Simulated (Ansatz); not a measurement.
Isolated molecules relaxed with PBE0-D4/def2-TZVP in Ansatz; ΔE leaves out vibrations. CCSD(T)/CBS is the MP2 limit (def2-TZVPP, def2-QZVPP) plus CCSD(T) − MP2 in def2-TZVPP, frozen cores. This one scheme is used for every species. Functionals use def2-TZVPP. HSE06 is defined as in plane-wave codes. For Br outer-core shells are correlated without core-valence functions, which leaves a few kJ/mol of doubt a bond. Scalar relativity is left out up to krypton. Each species was taken in one conformer, which may not be the lowest.

`[AlH2][Br]` + `[SH][AlH][Br]` → `[Br][AlH][Br]` + `[AlH2][SH]`  (redistribution)

`[AlH2][Br]`:

Cartesian coordinates in Å:
```
Al 0.044 -0.048 -0.189
Br -0.456 0.493 1.944
H 1.567 -0.178 -0.570
H -1.156 -0.267 -1.186
```

`[SH][AlH][Br]`:

Cartesian coordinates in Å:
```
S 0.016 -0.686 -1.567
Al 0.494 0.199 0.356
Br -1.187 0.678 1.778
H -1.306 -0.692 -1.317
H 1.983 0.502 0.749
```

`[Br][AlH][Br]`:

```xyz
4

Br   -2.063    0.444   -0.432
Al    0.032   -0.140    0.113
Br    1.728    1.036   -0.761
H     0.303   -1.340    1.080
```

`[AlH2][SH]`:

```xyz
5

Al    0.144   -0.425   -0.473
S    -0.880    1.268    0.446
H    -0.254   -0.767   -1.961
H     1.218   -1.217    0.374
H    -0.228    1.141    1.614
```

```json
{"species": "`[AlH2][Br]`", "HSE06-D4 energy (Eh)": "-2817.42585"}
{"species": "`[SH][AlH][Br]`", "HSE06-D4 energy (Eh)": "-3215.55145"}
{"species": "`[Br][AlH][Br]`", "HSE06-D4 energy (Eh)": "-5390.77582"}
{"species": "`[AlH2][SH]`", "HSE06-D4 energy (Eh)": "-642.20079"}
```

Work out ΔE.

ΔE = (-5390.77582) + (-642.20079) − (-2817.42585) − (-3215.55145) = 0.00069 Eh = +1.8 kJ/mol. CCSD(T)/CBS gives +1.5 kJ/mol.

Largest T1 diagnostic among the species: 0.011.

Leaving LDA and LC-ωPBE aside and taking each functional with its dispersion term where it has one, the values, not all of them listed here, spread over 1.2 kJ/mol, from revPBE-D4 to ωB97X-V.
